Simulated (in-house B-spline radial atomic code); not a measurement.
The numbers below are computed, except where a source is named.
Weak and strong correlation along the adiabatic connection

Two-electron singlets in several external potentials (atomic units), by full CI in B-splines with partial waves to l = 8 (correlation energies up to 0.6 % small). The repulsion is scaled by λ at fixed density; W(λ) is the mean repulsion less the Hartree energy, W(0) = E_x, and the area under W from 0 to 1 is E_xc.

Relative drop (W(λ) − E_x)/E_x:

```json
{"system": "−Z exp(−kr)/r, Z = 4.02, k = 1.03", "λ = 0.12": "0.0053", "λ = 0.25": "0.0109", "λ = 0.4": "0.0171", "λ = 0.6": "0.0251", "λ = 0.8": "0.0328", "λ = 1": "0.0402"}
{"system": "ω²r²/2 − Z/r, ω = 0.0119, Z = 1", "λ = 0.12": "0.0352", "λ = 0.25": "0.0672", "λ = 0.4": "0.0979", "λ = 0.6": "0.1310", "λ = 0.8": "0.1576", "λ = 1": "0.1794"}
{"system": "−Z/r, Z = 8.6, wall at 3.28 bohr", "λ = 0.12": "0.0022", "λ = 0.25": "0.0045", "λ = 0.4": "0.0071", "λ = 0.6": "0.0106", "λ = 0.8": "0.0140", "λ = 1": "0.0173"}
{"system": "−Z/r, Z = 1.55", "λ = 0.12": "0.0155", "λ = 0.25": "0.0310", "λ = 0.4": "0.0475", "λ = 0.6": "0.0673", "λ = 0.8": "0.0852", "λ = 1": "0.1012"}
{"system": "−V exp(−r²/w²), V = 1.09, w = 13.4", "λ = 0.12": "0.0510", "λ = 0.25": "0.0933", "λ = 0.4": "0.1304", "λ = 0.6": "0.1669", "λ = 0.8": "0.1937", "λ = 1": "0.2141"}
{"system": "ω²r²/2 − Z/r, ω = 2.71, Z = -0.5", "λ = 0.12": "0.0101", "λ = 0.25": "0.0206", "λ = 0.4": "0.0320", "λ = 0.6": "0.0462", "λ = 0.8": "0.0594", "λ = 1": "0.0716"}
{"system": "ω²r²/2 − Z/r, ω = 0.638, Z = -1", "λ = 0.12": "0.0267", "λ = 0.25": "0.0522", "λ = 0.4": "0.0778", "λ = 0.6": "0.1067", "λ = 0.8": "0.1307", "λ = 1": "0.1509"}
```

Order the systems by how far second-order (GL2) theory, half the initial slope (estimated from the first points of each curve), overshoots the correlation energy, least first.
A. −V exp(−r²/w²), V = 1.09, w = 13.4
B. −Z exp(−kr)/r, Z = 4.02, k = 1.03
C. −Z/r, Z = 8.6, wall at 3.28 bohr
D. ω²r²/2 − Z/r, ω = 2.71, Z = -0.5
E. −Z/r, Z = 1.55
F. ω²r²/2 − Z/r, ω = 0.0119, Z = 1
G. ω²r²/2 − Z/r, ω = 0.638, Z = -1

C (GL2/E_c = 1.03), B (GL2/E_c = 1.07), D (GL2/E_c = 1.14), E (GL2/E_c = 1.21), G (GL2/E_c = 1.35), F (GL2/E_c = 1.49), A (GL2/E_c = 1.77).

What else changes along this order?

The ratio follows the bend of the curve. With it the leading natural occupation goes from 1.999 to 1.826 and −T_c/E_c from 0.97 to 0.57 between the first and the last.
